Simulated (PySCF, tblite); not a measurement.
Compound: C₂H₄SSi.
InChI=1S/C2H4SSi/c3-1-2-4/h2H,4H3

Method used: PBE0/def2-SVPD in PySCF (dipole) on a GFN2-xTB geometry, gas phase.

Take the most abundant isotopes and a rigid rotor. 

What are A, B and C (GHz)?

Ia = 24.81, Ib = 285.56, Ic = 304.56 u·Å²; 505379 MHz·u·Å²/I gives 20366, 1770 and 1659 MHz, that is A = 20.366, B = 1.7698, C = 1.6594 GHz.

Classify the top.

A near-prolate asymmetric top: κ = (2 × 1770 − 20366 − 1659)/(20366 − 1659) = -0.99.

Is it planar, by Δ = Ic − Ia − Ib?

Not planar: Δ = Ic − Ia − Ib = -5.82 u·Å². For a rigid frame Δ = −2 Σ m c², so Σ m c² = 2.91 u·Å² lies off the ab plane, practically all of it from hydrogen. The atom farthest from that plane is 1.36 Å away.

Give the other two planar moments, Paa and Pbb, and the rms extents of the mass along the axes.

Paa = Σ m a² = (Ib + Ic − Ia)/2 = 282.65 and Pbb = Σ m b² = (Ia + Ic − Ib)/2 = 21.90 u·Å². With the mass M = 87.98 u, the rms extents √(P/M) along a, b and c are 1.79, 0.50, 0.18 Å.

Predict some low-J microwave lines.

The dipole components are |μa| = 1.30 D, |μb| = 0.49 D, |μc| = 0.01 D. The squared components, which scale the intensities, stand as 1.00 : 0.14 : 0.00 (a : b : c). Some lines, for components of 0.1 D or more:

```json
{"type": "a", "branch": "R", "J(Ka,Kc)": "3(1,3) ← 2(1,2)", "MHz": "10122", "lower level (cm⁻¹)": "0.960"}
{"type": "a", "branch": "R", "J(Ka,Kc)": "3(1,2) ← 2(1,1)", "MHz": "10453", "lower level (cm⁻¹)": "0.971"}
{"type": "b", "branch": "Q", "J(Ka,Kc)": "1(1,0) ← 1(0,1)", "MHz": "18707", "lower level (cm⁻¹)": "0.114"}
{"type": "b", "branch": "R", "J(Ka,Kc)": "1(1,1) ← 0(0,0)", "MHz": "22025", "lower level (cm⁻¹)": "0.000"}
{"type": "b", "branch": "R", "J(Ka,Kc)": "3(1,3) ← 2(0,2)", "MHz": "28608", "lower level (cm⁻¹)": "0.343"}
{"type": "b", "branch": "Q", "J(Ka,Kc)": "2(2,0) ← 2(1,1)", "MHz": "55789", "lower level (cm⁻¹)": "0.971"}
{"type": "b", "branch": "Q", "J(Ka,Kc)": "3(2,2) ← 3(1,3)", "MHz": "56286", "lower level (cm⁻¹)": "1.297"}
{"type": "b", "branch": "R", "J(Ka,Kc)": "3(2,2) ← 2(1,1)", "MHz": "66076", "lower level (cm⁻¹)": "0.971"}
{"type": "b", "branch": "R", "J(Ka,Kc)": "3(2,1) ← 2(1,2)", "MHz": "66410", "lower level (cm⁻¹)": "0.960"}
{"type": "b", "branch": "Q", "J(Ka,Kc)": "3(3,1) ← 3(2,2)", "MHz": "93258", "lower level (cm⁻¹)": "3.175"}
{"type": "b", "branch": "R", "J(Ka,Kc)": "3(3,1) ← 2(2,0)", "MHz": "103545", "lower level (cm⁻¹)": "2.832"}
```

Its GFN2-xTB frequencies are all real (lowest 35 cm⁻¹). Constants of a rigid frame at the computed geometry: no zero-point averaging, no centrifugal distortion. A rigid rotor knows nothing of internal rotation, which can split or shift real lines.
